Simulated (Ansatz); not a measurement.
Reaction (redistribution): `ClBCCl` + `C[C](=N)[GeH3]` → `CC(=N)BCl` + `Cl[CH2][GeH3]`

Computed with Ansatz on PBE0-D4/def2-TZVP structures; ΔE is electronic, products minus reactants. CCSD(T)/CBS adds triple-zeta CCSD(T) − MP2 to the extrapolated MP2 energy (def2 sets, frozen cores). DFT in def2-TZVPP. For Ge outer-core shells are correlated without core-valence functions, which leaves a few kJ/mol of doubt a bond. Scalar relativity is left out up to krypton. One conformer a species, not always the lowest.

```csv
level,ΔE (kcal/mol)
PBE,1.5
r2SCAN,1.3
HF/def2-QZVPP,-1.3
SCS-MP2/def2-QZVPP,-0.4
```

Question: What does CCSD(T)/CBS give? (Best estimate.)

Answer: The calculation gave: -0.1 kcal/mol. The listed levels differ from it by 1.6, 1.4, -1.2, -0.3 kcal/mol.

Largest T1 diagnostic among the species: 0.012.

In def2-TZVPP, CCSD(T) changes the Hartree–Fock value by +1.2 kcal/mol (the triples alone add +0.3 kcal/mol) and MP2 by +1.4 kcal/mol. From PBE to PBE0 (25 % exact exchange), in def2-TZVPP and without D4, ΔE moves by −0.8 kcal/mol.
